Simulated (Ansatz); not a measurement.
Z-matrix (Å, degrees):
```
C
C 1 1.459
C 1 1.527 2 58.4
H 1 1.087 2 116.7 3 104.8
H 1 1.086 2 121.2 3 -106.5
C 2 1.315 1 149.7 3 -175.3
F 3 1.382 1 115.7 2 107.0
Si 3 1.877 1 120.6 2 -110.4
H 6 1.085 2 121.4 1 -5.2
H 6 1.085 2 121.0 1 174.1
H 8 1.485 3 109.9 1 -87.2
H 8 1.485 3 107.2 1 32.2
H 8 1.485 3 110.3 1 152.0
```

Charge 0, multiplicity 1.

**Question.** List the r2SCAN/def2-TZVPP orbital energies in eV (Ansatz). (Best estimate.)

**Answer.** The calculation gave: Occupied: -1791.05, -666.13, -275.36, -273.85, -273.71, -273.42, -141.54, -96.40, -96.39, -96.38, -31.60, -23.15, -19.15, -16.12, -14.68, -13.91, -12.62, -11.98, -11.58, -11.03, -10.47, -9.49, -8.95, -8.85, -7.48, -7.04, -6.87. Lowest empty: -1.50, 0.34, 0.77, 0.97, 1.61, 2.00, 2.42, 2.44.
